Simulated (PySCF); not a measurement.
**Splitting trees**

Molfile (atoms numbered from 1):
```
C7H7BO3
     RDKit          3D

 18 19  0  0  0  0  0  0  0  0999 V2000
   -3.2759    0.6208   -0.7924 B   0  0  0  0  0  0  0  0  0  0  0  0
   -2.3837    1.1757    0.3297 O   0  0  0  0  0  0  0  0  0  0  0  0
   -1.1552    0.9132    0.4516 C   0  0  0  0  0  0  0  0  0  0  0  0
   -0.4286    0.0952   -0.4238 C   0  0  0  0  0  0  0  0  0  0  0  0
    0.9848   -0.1873   -0.2336 C   0  0  0  0  0  0  0  0  0  0  0  0
    1.8797    0.0699    0.7720 C   0  0  0  0  0  0  0  0  0  0  0  0
    3.1291   -0.4766    0.3422 C   0  0  0  0  0  0  0  0  0  0  0  0
    2.9019   -1.0239   -0.8827 C   0  0  0  0  0  0  0  0  0  0  0  0
    1.6073   -0.8488   -1.2361 O   0  0  0  0  0  0  0  0  0  0  0  0
   -1.1479   -0.4155   -1.5158 C   0  0  0  0  0  0  0  0  0  0  0  0
   -2.3751   -0.2014   -1.7231 O   0  0  0  0  0  0  0  0  0  0  0  0
   -4.0960   -0.1267   -0.2930 H   0  0  0  0  0  0  0  0  0  0  0  0
   -3.7238    1.5592   -1.4216 H   0  0  0  0  0  0  0  0  0  0  0  0
   -0.6572    1.3879    1.3105 H   0  0  0  0  0  0  0  0  0  0  0  0
    1.6779    0.5770    1.7126 H   0  0  0  0  0  0  0  0  0  0  0  0
    4.0731   -0.4652    0.8821 H   0  0  0  0  0  0  0  0  0  0  0  0
    3.5271   -1.5496   -1.5988 H   0  0  0  0  0  0  0  0  0  0  0  0
   -0.6366   -1.0386   -2.2631 H   0  0  0  0  0  0  0  0  0  0  0  0
  1  2  1  0
  2  3  1  0
  3  4  2  0
  4  5  1  0
  5  6  2  0
  6  7  1  0
  7  8  2  0
  8  9  1  0
  4 10  1  0
 10 11  2  0
 11  1  1  0
  9  5  1  0
  1 12  1  0
  1 13  1  0
  3 14  1  0
  6 15  1  0
  7 16  1  0
  8 17  1  0
 10 18  1  0
M  CHG  2   1  -1  11   1
M  END
```

No solvent, one conformer, relativity neglected, equivalent nuclei averaged. PBE0/pcSseg-1 with gauge-including orbitals; J couplings at B3LYP/pcJ-1 (spin–dipole term only in couplings to heteroatoms); geometry: PBE0-D3(BJ)/def2-SVP; PySCF 2.14.0 with density-fitted response routines.

Referencing at the same level of theory: 13C and 1H against TMS.

Spectrometer: 500 MHz for 1H. First-order analysis; couplings under 1 Hz (under 4 Hz in carbon signals) are ignored, and nearly equal couplings are merged; the smaller ones broaden or split the lines further.

Problem. What pattern does C7 show in the proton-coupled 13C spectrum?

Solution. A doublet of doublets of doublets at δ 117.3: 185.3 Hz to H16 (1 × 1H, 1 bond away), 13.7 Hz to H17 (1 × 1H, 2 bonds away), 4.0 Hz to H15 (1 × 1H, 2 bonds away). Lines in Hz from the centre (relative intensity): +101.5 (1), +97.5 (1), +87.8 (1), +83.8 (1), -83.8 (1), -87.8 (1), -97.5 (1), -101.5 (1). The outer lines are 203.0 Hz apart, the sum of the couplings kept, or 1.615 ppm at this field.

Problem. What pattern does C5 show in the proton-coupled 13C spectrum?

Solution. A doublet of triplets at δ 149.7: 11.3 Hz to H15 (1 × 1H, 2 bonds away), 7.6 Hz to H17 and H16 (2 × 1H, 3 bonds away). Lines in Hz from the centre (relative intensity): +13.2 (1), +5.7 (2), +1.9 (1), -1.9 (1), -5.7 (2), -13.2 (1). The outer lines are 26.5 Hz apart, the sum of the couplings kept, or 0.211 ppm at this field.

Problem. What pattern does H16 show (1H)?

Solution. A doublet of doublets at δ 6.54: 3.9 Hz to H15 (1 × 1H, 3 bonds away), 2.3 Hz to H17 (1 × 1H, 3 bonds away). Lines in Hz from the centre (relative intensity): +3.1 (1), +0.8 (1), -0.8 (1), -3.1 (1). The outer lines are 6.2 Hz apart, the sum of the couplings kept, or 0.012 ppm at this field.

Problem. What pattern does H15 show (1H)?

Solution. A doublet at δ 6.27: 3.9 Hz to H16 (1 × 1H, 3 bonds away). Lines in Hz from the centre (relative intensity): +1.9 (1), -1.9 (1). The outer lines are 3.9 Hz apart, the sum of the couplings kept, or 0.008 ppm at this field.

Hydrogens on boron are broadened and split by 11B (spin 3/2, 80 %) and 10B (spin 3). Unscaled 3J(H,H) at this level run about 10 % above measured values.
